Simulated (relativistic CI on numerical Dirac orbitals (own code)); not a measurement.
## A ladder of approximations for the levels of Pb4+

Calculated with a relativistic CI code on KLI orbitals (one set per configuration, finite nucleus), adding one ingredient at a time: step 1, Dirac-Coulomb, each configuration alone; step 2, with Breit and QED terms; step 3, with configuration mixing; step 4, with scaled Slater integrals (0.85); step 5, with a P86 correlation estimate; step 6, tied to the ionisation limit. P86 is a density functional for the correlation energy, evaluated here for each configuration and added to its levels. Step 6 is semi-empirical: configurations made of the next ion and one excited electron move by 2954 cm⁻¹, so that their limit matches the tabulated ionisation energy, and those with a non-penetrating f or g electron also take the P86 value of the least penetrating other one.

CI space (outside the closed core [Xe] 4f14): 5d10, 5d9.6s, 5d9.6p, 5d9.7s, 5d9.8s, 5d9.5f, 5d9.6d, 5d9.7p, 5d9.7d, 5d9.6f, 5d9.7f.

Computed minus measured energy above the ground level, in cm⁻¹, for 4 of the 16 excited levels that pair in every step (one J of a term; a digit in brackets numbers repeated terms):

| Configuration | Term | J | Measured | Step 1 | Step 2 | Step 3 | Step 4 | Step 5 | Step 6 |
| --- | --- | --- | --- | --- | --- | --- | --- | --- | --- |
| 5d9.6s | 3D | 1 | 132711 | 1026 | 1594 | 1547 | 1893 | 6241 | 9195 |
| 5d9.6s | 1D | 2 | 135997 | 2627 | 3213 | 3057 | 2518 | 6869 | 9822 |
| 5d9.6p | jj | 2 | 194803 | -826 | -43 | -182 | 990 | 7367 | 10320 |
| 5d9.7s | 3D | 3 | 338440 | -7637 | -7204 | -6911 | -6855 | 818 | 3771 |

Mean absolute errors in cm⁻¹, over all paired levels and for the configurations:

```tsv
Configuration, levels	Step 1	Step 2	Step 3	Step 4	Step 5	Step 6
all, 16	1863	1889	1766	1711	5400	8353
5d9.6s, 2	1826	2403	2302	2205	6555	9508
5d9.6p, 12	889	863	759	706	6038	8991
5d9.7s, 2	7745	7529	7275	7250	421	3374
```

Measured levels: Moore, Atomic Energy Levels, vol. III, NSRDS-NBS 35 (1971 reprint of NBS Circular 467, 1958). The analysis dates from before 1960.

Problem. What does each ingredient do to the ground and the excited configurations, and where is the model closest to experiment?

Solution. Mixing lowers the ground level by 113; relative to it the configurations that move most are 5d9.6p by -271, 5d9.7s by +254, 5d9.6s by -102. The P86 estimate moves 5d9.7s by +7671, 5d9.6p by +6377, 5d9.6s by +4350, and takes the mean absolute error of the excited configurations from 1711 to 5400; it overshoots. Step 6 takes that error from 5400 to 8353; it grows for 5d9.6s, 5d9.6p, 5d9.7s. The shift fits the limit, so it does little for low levels whose errors differ from those near the limit. The mean absolute error is lowest at step 4 (1711 cm⁻¹), and the largest single drop is from step 2 to 3 (1889 to 1766).
